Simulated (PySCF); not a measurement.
PySCF input for C3H9BN2, SMILES C=CCB(N)N, TDA-LC-ωPBE/def2-SVPD. Geometry optimised at TPSSh-D3(BJ)/def2-SVP. The structure was generated by enumeration, and PubChem lists no compound with its InChIKey, so it may never have been made. One conformer was computed; it need not be the lowest.

```python
import numpy as np
from pyscf import gto, scf, dft, tdscf

mol = gto.M(
    atom='''
    C     2.18418445   -1.29844141   -0.04605271
    C     1.58412913   -0.13870110    0.26016920
    C     0.56328112    0.57214486   -0.57516787
    B    -0.93841068    0.36893708   -0.03331421
    N    -1.25466320   -0.84045608    0.63314093
    N    -1.90492571    1.38676946   -0.25597014
    H     1.99931301   -1.80313510   -1.00078359
    H     2.89001002   -1.77777150    0.63813604
    H     1.81025535    0.32032703    1.23202992
    H     0.59981762    0.19646884   -1.61457074
    H     0.79488488    1.65185814   -0.61957993
    H    -2.17103245   -1.09261180    0.98330105
    H    -0.54104671   -1.54289719    0.79502838
    H    -2.87968745    1.31800197    0.01292628
    H    -1.68290687    2.25086633   -0.73380360
    ''',
    basis='def2-SVPD',
    charge=0,
    spin=0,
    max_memory=1600,
    verbose=4,
)
mf = dft.RKS(mol, xc='lc_wpbe').density_fit(auxbasis='def2-universal-jkfit')
mf.grids.level = 3
mf.conv_tol = 1e-9
mf.max_cycle = 100
mf.kernel()
mf.grids = dft.Grids(mol).set(level=1).build(with_non0tab=True)  # coarser grid for the response kernel
td = tdscf.TDA(mf)
td.singlet = True
td.nstates = 10
td.conv_tol = 1e-4
td.positive_eig_threshold = 1e-6
td.kernel(x0=td.get_init_guess(mf, 15))
td.analyze()
tt = tdscf.TDA(mf)
tt.singlet = False
tt.nstates = 4
tt.conv_tol = 1e-4
tt.positive_eig_threshold = 1e-6
tt.kernel(x0=tt.get_init_guess(mf, 9))
tt.analyze(verbose=3)
```

It prints:

```
PySCF version 2.14.0

[INPUT] verbose = 4
[INPUT] num. atoms = 15
[INPUT] num. electrons = 46
[INPUT] charge = 0
[INPUT] spin (= nelec alpha-beta = 2S) = 0
[INPUT] symmetry False subgroup None
[INPUT] Mole.unit = angstrom
[INPUT] Symbol           X                Y                Z      unit          X                Y                Z       unit  Magmom
[INPUT]  1 C      2.184184450000  -1.298441410000  -0.046052710000 AA    4.127510416034  -2.453698653694  -0.087027009194 Bohr   0.0
[INPUT]  2 C      1.584129130000  -0.138701100000   0.260169200000 AA    2.993570201646  -0.262107092176   0.491648534047 Bohr   0.0
[INPUT]  3 C      0.563281120000   0.572144860000  -0.575167870000 AA    1.064447047938   1.081197088978  -1.086909749949 Bohr   0.0
[INPUT]  4 B     -0.938410680000   0.368937080000  -0.033314210000 AA   -1.773339177567   0.697190038397  -0.062954732956 Bohr   0.0
[INPUT]  5 N     -1.254663200000  -0.840456080000   0.633140930000 AA   -2.370969826570  -1.588231810926   1.196462955952 Bohr   0.0
[INPUT]  6 N     -1.904925710000   1.386769460000  -0.255970140000 AA   -3.599787879543   2.620614477311  -0.483713460667 Bohr   0.0
[INPUT]  7 H      1.999313010000  -1.803135100000  -1.000783590000 AA    3.778154026180  -3.407431504590  -1.891206895059 Bohr   0.0
[INPUT]  8 H      2.890010020000  -1.777771500000   0.638136040000 AA    5.461327435049  -3.359501247057   1.205902345814 Bohr   0.0
[INPUT]  9 H      1.810255350000   0.320327030000   1.232029920000 AA    3.420886827029   0.605330356995   2.328199126070 Bohr   0.0
[INPUT] 10 H      0.599817620000   0.196468840000  -1.614570740000 AA    1.133491026488   0.371272299611  -3.051096507336 Bohr   0.0
[INPUT] 11 H      0.794884880000   1.651858140000  -0.619579930000 AA    1.502114723758   3.121559481233  -1.170836379977 Bohr   0.0
[INPUT] 12 H     -2.171032450000  -1.092611800000   0.983301050000 AA   -4.102656738043  -2.064737062468   1.858169682497 Bohr   0.0
[INPUT] 13 H     -0.541046710000  -1.542897190000   0.795028380000 AA   -1.022430102497  -2.915653127461   1.502385899457 Bohr   0.0
[INPUT] 14 H     -2.879687450000   1.318001970000   0.012926280000 AA   -5.441820604847   2.490662754937   0.024427129009 Bohr   0.0
[INPUT] 15 H     -1.682906870000   2.250866330000  -0.733803600000 AA   -3.180233077449   4.253520906705  -1.386687833220 Bohr   0.0

nuclear repulsion = 215.473379613383
number of shells = 84
number of NR pGTOs = 270
number of NR cGTOs = 192
basis = def2-SVPD
ecp = {}


[settings echo left out]
init E= -254.497169403308
  HOMO = -0.290151138228999  LUMO = -0.0182129302328353  gap/eV = 7.39982
cycle= 1 E= -253.786815942395  delta_E= 0.71  |g|= 0.437  |ddm|=  5.7
  HOMO = -0.296802035533236  LUMO = 0.0715898509193207  gap/eV = 10.02445
cycle= 2 E= -253.819848870704  delta_E= -0.033  |g|= 0.31  |ddm|= 0.887
  HOMO = -0.35432156183696  LUMO = 0.0661432934416988  gap/eV = 11.44143
cycle= 3 E= -253.839467172546  delta_E= -0.0196  |g|= 0.0448  |ddm|= 0.358
  HOMO = -0.355909407943559  LUMO = 0.0674235017990168  gap/eV = 11.51948
cycle= 4 E= -253.840107723812  delta_E= -0.000641  |g|= 0.0151  |ddm|= 0.119
  HOMO = -0.35430735659877  LUMO = 0.0675452427741527  gap/eV = 11.47919
cycle= 5 E= -253.840171280315  delta_E= -6.36e-05  |g|= 0.00296  |ddm|= 0.0356
  HOMO = -0.354717332735949  LUMO = 0.0674513210830883  gap/eV = 11.48779
cycle= 6 E= -253.840174772759  delta_E= -3.49e-06  |g|= 0.00111  |ddm|= 0.0118
  HOMO = -0.354765414567889  LUMO = 0.0674619163239867  gap/eV = 11.48939
cycle= 7 E= -253.840175142508  delta_E= -3.7e-07  |g|= 0.000363  |ddm|= 0.00323
  HOMO = -0.354753370788361  LUMO = 0.0674618763846322  gap/eV = 11.48906
cycle= 8 E= -253.840175196706  delta_E= -5.42e-08  |g|= 0.000108  |ddm|= 0.00146
  HOMO = -0.354751580258312  LUMO = 0.0674631986468275  gap/eV = 11.48905
cycle= 9 E= -253.840175201496  delta_E= -4.79e-09  |g|= 2.8e-05  |ddm|= 0.000534
  HOMO = -0.354755058590838  LUMO = 0.0674629107961588  gap/eV = 11.48914
cycle= 10 E= -253.840175201822  delta_E= -3.27e-10  |g|= 8.94e-06  |ddm|= 0.000108
  HOMO = -0.354754096980447  LUMO = 0.0674631221841295  gap/eV = 11.48912
Extra cycle  E= -253.840175201852  delta_E= -2.96e-11  |g|= 5.58e-06  |ddm|= 3.82e-05
converged SCF energy = -253.840175201852
tot grids = 53208
Overwritten attributes  positive_eig_threshold  of <class 'pyscf.tdscf.rks.TDA'>


******** <class 'pyscf.tdscf.rks.TDA'> for <class 'pyscf.df.df_jk.DFRKS'> ********
nstates = 10 singlet
deg_eia_thresh = 1.000e-03
wfnsym = None
conv_tol = 0.0001
eigh lindep = 1e-12
eigh level_shift = 0
eigh max_cycle = 100


Excitation energies (eV)
[6.73896337 7.56208515 7.56663291 7.81749814 8.20295531 8.25728004
 8.40227681 8.41695305 8.46311353 8.61933684]

** Singlet excitation energies and oscillator strengths **
Excited State   1:      6.73896 eV    183.98 nm  f=0.0009
      22 -> 24       -0.51415
      23 -> 24       -0.40961
Excited State   2:      7.56209 eV    163.96 nm  f=0.3982
      22 -> 25       -0.31651
      23 -> 25        0.58407
Excited State   3:      7.56663 eV    163.86 nm  f=0.0284
      22 -> 24        0.30347
      22 -> 26       -0.20746
      23 -> 24       -0.37761
      23 -> 26        0.38604
      23 -> 28        0.12553
Excited State   4:      7.81750 eV    158.60 nm  f=0.0628
      21 -> 24       -0.33956
      22 -> 25       -0.18763
      22 -> 26       -0.25185
      22 -> 27       -0.27150
      22 -> 28       -0.10761
      22 -> 29        0.17929
      22 -> 30       -0.10090
      23 -> 27       -0.25885
      23 -> 29        0.12682
      23 -> 30       -0.10699
Excited State   5:      8.20296 eV    151.15 nm  f=0.1589
      20 -> 25       -0.13741
      22 -> 25       -0.44674
      22 -> 26        0.14700
      22 -> 29       -0.19131
      22 -> 30       -0.12836
      22 -> 32        0.21008
      23 -> 25       -0.21809
      23 -> 28        0.10797
      23 -> 29       -0.12584
      23 -> 32        0.12459
Excited State   6:      8.25728 eV    150.15 nm  f=0.0316
      19 -> 25       -0.30784
      20 -> 25       -0.44509
      20 -> 27        0.11555
      21 -> 25       -0.27217
      22 -> 25        0.13178
      22 -> 28       -0.10790
      23 -> 28        0.12679
Excited State   7:      8.40228 eV    147.56 nm  f=0.0104
      20 -> 25        0.12840
      21 -> 25        0.10280
      22 -> 24        0.14212
      22 -> 26        0.11732
      22 -> 27        0.15834
      22 -> 28       -0.26856
      22 -> 31        0.12098
      23 -> 24       -0.12892
      23 -> 26       -0.34847
      23 -> 28        0.35856
Excited State   8:      8.41695 eV    147.30 nm  f=0.0384
      22 -> 24       -0.22223
      22 -> 26       -0.13838
      22 -> 28       -0.18448
      22 -> 29       -0.19622
      23 -> 24        0.27902
      23 -> 26        0.24200
      23 -> 28        0.30231
      23 -> 29        0.27049
Excited State   9:      8.46311 eV    146.50 nm  f=0.0770
      20 -> 25       -0.11419
      21 -> 27        0.10099
      22 -> 26       -0.22132
      22 -> 27        0.26898
      22 -> 30       -0.17865
      22 -> 31        0.28940
      23 -> 24        0.11161
      23 -> 27        0.20375
      23 -> 28       -0.14303
      23 -> 30       -0.17663
      23 -> 31        0.24778
Excited State  10:      8.61934 eV    143.84 nm  f=0.1250
      22 -> 25        0.28150
      22 -> 26        0.11447
      22 -> 27       -0.13355
      22 -> 29       -0.14873
      22 -> 30       -0.28223
      22 -> 32        0.17364
      23 -> 25        0.22509
      23 -> 27       -0.13318
      23 -> 29       -0.13650
      23 -> 30       -0.26014
      23 -> 32        0.16536

** Transition electric dipole moments (AU) **
state          X           Y           Z        Dip. S.      Osc.
  1        -0.0011     -0.0148     -0.0728      0.0055      0.0009
  2        -0.9173      1.1343      0.1452      2.1492      0.3982
  3         0.3734      0.1173      0.0111      0.1533      0.0284
  4        -0.1205     -0.1440     -0.5408      0.3277      0.0628
  5        -0.2662      0.8376     -0.1345      0.7904      0.1589
  6         0.0288     -0.3844      0.0863      0.1560      0.0316
  7        -0.1743     -0.1405      0.0126      0.0503      0.0104
  8         0.3666      0.0481     -0.2227      0.1863      0.0384
  9        -0.1227      0.5159     -0.3005      0.3716      0.0770
 10        -0.4119      0.6090     -0.2271      0.5921      0.1250

** Transition velocity dipole moments (imaginary part, AU) **
state          X           Y           Z        Dip. S.      Osc.
  1        -0.0011     -0.0049     -0.0217      0.0005      0.0013
  2        -0.1803      0.1284      0.0002      0.0490      0.1175
  3         0.0981      0.0383     -0.0003      0.0111      0.0266
  4        -0.0393     -0.0661     -0.1788      0.0379      0.0879
  5        -0.0578      0.1529     -0.0037      0.0267      0.0591
  6         0.0104     -0.0564      0.0202      0.0037      0.0081
  7        -0.0636     -0.0476      0.0074      0.0064      0.0138
  8         0.1333      0.0388     -0.0590      0.0227      0.0490
  9        -0.0184      0.0957     -0.0837      0.0165      0.0353
 10        -0.0944      0.1114     -0.0720      0.0265      0.0558

** Transition magnetic dipole moments (imaginary part, AU) **
state          X           Y           Z
  1         0.7460      0.1373     -0.2943
  2         0.2477     -0.1315     -0.9343
  3        -0.1502     -0.6768     -0.7580
  4        -0.0410      0.6765     -0.5933
  5         0.4005     -0.5280      0.0215
  6         0.6483     -1.0577     -0.0588
  7        -0.0673      0.3787      0.2864
  8        -0.0220      0.0285     -0.0089
  9        -0.1276     -0.0435     -0.1571
 10         0.1776      0.4175      0.1451


******** <class 'pyscf.tdscf.rks.TDA'> for <class 'pyscf.df.df_jk.DFRKS'> ********
nstates = 4 triplet
deg_eia_thresh = 1.000e-03
wfnsym = None
conv_tol = 0.0001
eigh lindep = 1e-12
eigh level_shift = 0
eigh max_cycle = 100


Excitation energies (eV)
[4.14546254 6.46084616 6.93092502 7.35149767]

** Triplet excitation energies and oscillator strengths **
Excited State   1:      4.14546 eV    299.08 nm  f=0.0000
Excited State   2:      6.46085 eV    191.90 nm  f=0.0000
Excited State   3:      6.93093 eV    178.89 nm  f=0.0000
Excited State   4:      7.35150 eV    168.65 nm  f=0.0000
```

The calculation finished and met its thresholds.

Cost: around 6 core-minutes (rough).
